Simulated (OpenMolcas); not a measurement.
# Ta4+: moving the ligands

Ta4+ with 6 ligands (bromide) in octahedral coordination (Oh) at 2.59 Å. A charge of +0.333 e stands 2.4 Å behind each ligand. Ligand basis ANO-RCC-VDZP.
```
Ta    0.0000    0.0000    0.0000
Br    2.5900    0.0000    0.0000
Br    0.0000    2.5900    0.0000
Br   -2.5900    0.0000    0.0000
Br    0.0000   -2.5900    0.0000
Br    0.0000    0.0000    2.5900
Br    0.0000    0.0000   -2.5900
```

```yaml
Program: OpenMolcas
Method: CASSCF
Basis: ANO-RCC-VDZP [7s6p4d2f1g]
Scalar_Hamiltonian: DKH2, point nucleus
Active_space: 1 electron in 5 orbitals (5d)
State_averaging: 2S+1 = 2 even, 5 roots
Spin-orbit_coupling: state interaction with AMFI integrals over the reference wave functions
```

Runs around this geometry, states (labels of O, the rotations of Oh). Energies in cm-1 above the lowest state or level, χT in cm3 K/mol; under a threefold ground state the first gap can be a small split of the lowest multiplet, not the spin-orbit step; 10Dq is the gap between the two states.

| R (Å) | Ground state | First state of that spin | 10Dq | First gap with spin-orbit (degeneracies) | χT at 300 K |
| --- | --- | --- | --- | --- | --- |
| 2.52 | 2T2 | 2E 23627 | 23627 | 3457 (4, 2) | 0.045 |
| 2.59 | 2T2 | 2E 21120 | 21120 | 3571 (4, 2) | 0.045 |
| 2.69 | 2T2 | 2E 17976 | 17976 | 3726 (4, 2) | 0.047 |

Taking |10Dq| as R^-n, n = -ln(17976 / 23627) / ln(2.69 / 2.52) = 4.2 between the shortest and longest distance. The point-charge formula for a cubic d site gives n = 5.

An orbital triplet at a regular site is open to Jahn-Teller coupling, which can distort the site and quench the lowest spin-orbit gaps and is left out. With metal d orbitals alone the field can be off either way by tens of per cent. Ligand-to-metal charge-transfer states are missing. The least metal-like active orbital is 66 % on the metal (Löwdin) and no ligand orbital is active, so the numbers are rough (holds for R = 2.52). The least metal-like active orbital is 68 % on the metal (Löwdin) and no ligand orbital is active, so the numbers are rough (holds for R = 2.59). The least metal-like active orbital is 71 % on the metal (Löwdin) and no ligand orbital is active, so the numbers are rough (holds for R = 2.69). No measured value stands beside these numbers; the geometry was imposed, not optimised, and the real ion may take another.
